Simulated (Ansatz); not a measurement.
Mulliken charges of AlBrH₄N₂ (`[NH2][Al]([NH2])[Br]`) from ωB97M-V/def2-TZVPP in Ansatz (PBE0-D4/def2-TZVP geometry).

```tsv
atom	x (Å)	y (Å)	z (Å)	charge (e)
N1	-0.269	1.555	-0.104	-0.367
Al2	-0.163	-0.172	-0.412	0.569
N3	0.560	-1.317	0.708	-0.367
Br4	-1.003	-0.963	-2.353	-0.262
H5	-0.683	2.210	-0.745	0.114
H6	0.066	2.028	0.719	0.100
H7	0.966	-1.092	1.600	0.100
H8	0.619	-2.306	0.531	0.114
```

Q: By hand: the dipole of these point charges (1 e Å = 4.8032 D).

A: Σ q r = (0.159, 0.150, 0.368) e Å, of length 0.428 e Å = 2.06 D.

Q: How does the dipole of the full density compare? (Estimate.)

A: Ansatz gave: (0.200, 0.188, 0.462) e Å, 2.58 D; the point charges give 0.80 times that, at 0° from its direction.

Point charges leave out the atoms' own dipoles, such as those of lone pairs, and Mulliken's split depends on the basis, so the two needn't agree.
